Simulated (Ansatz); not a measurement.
Two isomers of CH6BFGe: A = `B[CH](F)[GeH3]`, B = `[BH2][GeH]([CH3])[F]`.

Gas-phase electronic energies from Ansatz, PBE0-D4/def2-TZVP geometries. CCSD(T)/CBS adds triple-zeta CCSD(T) − MP2 to the extrapolated MP2 energy (def2 sets, frozen cores). DFT in def2-TZVPP. B3LYP here is the variant with VWN-RPA as its local correlation; programs differ in this. For Ge outer-core shells are correlated without core-valence functions, which leaves a few kJ/mol of doubt a bond. Scalar relativity is left out up to krypton.

**Question.** Which is lower in electronic energy at CCSD(T)/CBS, and by how much? (Best estimate.)

**Answer.** Computed: B, by 34.5 kcal/mol.

**Question.** Give E(B) − E(A) in kcal/mol with HF/def2-TZVPP, MP2/def2-TZVPP, B3LYP-D4, B2PLYP, CCSD(T)/def2-TZVPP, r2SCAN-D4, PBE0-D4. (Estimate.)

**Answer.** Computed: HF/def2-TZVPP -38.7, MP2/def2-TZVPP -35.5, B3LYP-D4 -31.7, B2PLYP -33.8, CCSD(T)/def2-TZVPP -34.0, r2SCAN-D4 -31.0, PBE0-D4 -30.7. None reverses the order clearly.

Largest T1 diagnostic: 0.012.

From PBE to PBE0 (25 % exact exchange), in def2-TZVPP and without D4, E(B) − E(A) moves by −2.1 kcal/mol. In def2-TZVPP, CCSD(T) changes the Hartree–Fock value by +4.8 kcal/mol (the triples alone add +1.1 kcal/mol) and MP2 by +3.2 kcal/mol.
